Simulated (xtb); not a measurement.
A run for xtb: GFN2-xTB on BH3O (SMILES BO), a point of a torsion scan.

```
$ xtb mol.xyz --gfn 2 --sp --chrg 0 --uhf 0
5

B     -0.42415811    -0.00175002     0.09490443
O      0.84185592    -0.37619986     0.24918776
H     -1.19913120    -0.85034442    -0.14016124
H     -0.73879951     1.13682854     0.03547146
H      1.53218526     0.24675969     0.02505486
```

Question: Predict the final total energy.

Answer: -6.8588 hartree.
